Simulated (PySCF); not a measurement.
**Polarisability and C₆ of Tl (thallium, neutral)**

[Xe] 4f14 5d10 6s2 6p1, 2P determinant. Computed with PySCF 2.14 in aug-cc-pVTZ-DK3 (9s8p6d3f, 84 functions), with the spin-free X2C one-electron Hamiltonian (Gaussian nucleus). Coupled (time-dependent) response in atomic units; α is the mean over directions.

```tsv
method	mean α (bohr³)	α xx, yy, zz	C₆ (like pair)	S(−4)
PBE	86.09	58.84, 140.6, 58.84	891.6	6282
```

S(−4) is the Cauchy moment in α(ω) = α(0) + S(−4) ω² + …

Reference α: 50 ± 2 bohr³ (recommended; Schwerdtfeger and Nagle, table of static dipole polarizabilities (2023 update)). Published C₆: 509.0 (Gould and Bucko (2016)).

Spin-orbit coupling is absent.

α(iu) at PBE:

```tsv
u (hartree)	α(iu) (bohr³)
0	86.09
0.0500	73.82
0.100	55.37
0.200	33.42
0.300	23.04
0.500	13.56
0.750	8.579
1.00	6.092
1.50	3.622
2.00	2.407
3.00	1.268
5.00	0.5167
```

A single London oscillator, α(iu) = α/(1 + u²/ω²), gives C₆ = (3/4) ω α². Matching the computed C₆ needs ω = 4 × 891.6 / (3 × 86.09²) = 0.160 hartree.

The components differ because the open shell of this determinant is not spherical; for a pure term their mean is the scalar polarisability.

Spin-orbit coupling, absent here, splits the open shell strongly.
